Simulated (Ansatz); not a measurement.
Stepwise reaction of `SB(S)Cl` with hydrogen, as a gas-phase model of exchange steps in deposition or etching. ΔE in kJ/mol; ΔG adds harmonic PBE0-D4 terms to CCSD(T)/CBS, at 1 bar.

Program: Ansatz. Geometries: PBE0-D4/def2-TZVP. ΔE: electronic, gas phase. CBS: MP2 limit from def2 TZ/QZ plus the TZ coupled-cluster correction, frozen cores. This one scheme is used for every species. DFT in def2-TZVPP. B3LYP here is the variant with VWN-RPA as its local correlation; programs differ in this. Each species was taken in one conformer, which may not be the lowest.

```
step                   reaction  PBE-D4  B3LYP-D4  ωB97M-V  CCSD(T)/CBS  ΔG(600 K)
   2  `SBCl` + H₂ → `BCl` + H₂S    77.7      65.8     64.6         65.3       54.2
```

(1) Give the row of step 1, `SB(S)Cl` + H₂ → `SBCl` + H₂S. (Best estimate.)

(2) By hand: ΔE of the 2 steps together at CCSD(T)/CBS.

Results:

(1) The calculation gave: 
```tsv
step	reaction	PBE-D4	B3LYP-D4	ωB97M-V	CCSD(T)/CBS	ΔG(600 K)
1	`SB(S)Cl` + H₂ → `SBCl` + H₂S	51.5	42.6	41.1	43.0	30.4
```

(2) (43.0) + (65.3) = 108.3 kJ/mol, or 54.1 kJ/mol a step.

In ΔE each step is higher than the one before. All are uphill at CCSD(T)/CBS. ΔG lies between 30.4 and 54.2 kJ/mol a step. PBE-D4 differs from CCSD(T)/CBS by 8.5 to 12.4 kJ/mol a step. Isolated molecules leave out the surface, adducts and barriers. Largest T1 diagnostic: 0.013.
